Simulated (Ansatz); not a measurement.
Ga₂O₃⁻, relaxed as a doublet with UKS PBE0-D4/def2-SVPD in Ansatz, starting from the GFN2-xTB geometry. Force threshold 0.02 eV/Å.

The structure holds 1 bond(s) between oxygen atoms. The relaxation made no stability test and no search for a lower SCF solution. Another isomer (doublet) lies 2.09 eV lower at PBE0-D4/def2-TZVPD; other spin states weren't run for this one.

Start:

```tsv
atom	x (Å)	y (Å)	z (Å)
Ga1	0.2025	1.3769	0.3707
Ga2	-0.0923	-1.1389	-0.8785
O3	-0.9303	-0.3043	0.8362
O4	0.3008	0.6379	-1.3595
O5	0.5193	-0.5716	1.0311
```

```tsv
step	energy (eV)	largest force component (eV/Å)	SCF passes
1	-110859.7814	0.723	19
2	-110859.8249	0.363	25
3	-110859.8419	0.169	22
4	-110859.8437	0.019	23
```

Force components are those of the run's own axes.

End:

Cartesian coordinates in Å:
```
Ga 0.1973 1.3292 0.3514
Ga -0.0873 -1.0951 -0.8506
O -0.9489 -0.3073 0.8451
O 0.3069 0.6531 -1.3899
O 0.5320 -0.5799 1.0440
```

By distances, no bond broke or formed. The bond that changes most is O3–O5, from 1.49 to 1.52 Å (atoms count from 1).

No frequencies were taken in this run, so the end may be a saddle point.

Run time 13 s (4 threads of Arm Neoverse V2 on a shared host), peak host memory 0.57 GiB.
